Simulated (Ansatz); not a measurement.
One change: `C=CC(C)(F)Cl` becomes `BC(C)(F)Cl`.

Ansatz, PBE0-D4/def2-TZVP geometries, multiplicity 1. Each molecule was computed in one conformer, which needn't be the lowest.

| property | `C=CC(C)(F)Cl` |
| --- | --- |
| HOMO–LUMO gap (PBE0/def2-TZVPP) / eV | 7.48 |
| LUMO energy (PBE/def2-TZVPP) / eV | -1.58 |
| LUMO energy (ωB97M-V/def2-TZVPP) / eV | 1.58 |
| HOMO energy (PBE/def2-TZVPP) / eV | -6.83 |
| size of the dipole moment (ωB97M-V/def2-TZVPP) / D | 2.21 |
| size of the dipole moment (B3LYP/def2-TZVPP) / D | 2.21 |

(1) Give the same properties after the change, and the shifts. (An estimate is asked.)

Answers

(1) The calculation gave: 
```
                                          property  `BC(C)(F)Cl`  shift
              HOMO–LUMO gap (PBE0/def2-TZVPP) / eV          7.98   0.50
                 LUMO energy (PBE/def2-TZVPP) / eV         -1.95  -0.37
             LUMO energy (ωB97M-V/def2-TZVPP) / eV          1.24  -0.34
                 HOMO energy (PBE/def2-TZVPP) / eV         -7.40  -0.57
size of the dipole moment (ωB97M-V/def2-TZVPP) / D          2.17  -0.04
  size of the dipole moment (B3LYP/def2-TZVPP) / D          2.16  -0.05
```

With PBE0 the HOMO falls by 0.82 eV and the LUMO falls by 0.31 eV, so the gap widens by about 0.51 eV. PBE moves the HOMO by -0.57 eV and ωB97M-V by -0.86 eV. Dipoles are sizes alone; their direction can turn.

B3LYP here is the variant with VWN-RPA as its local correlation; programs differ in this.
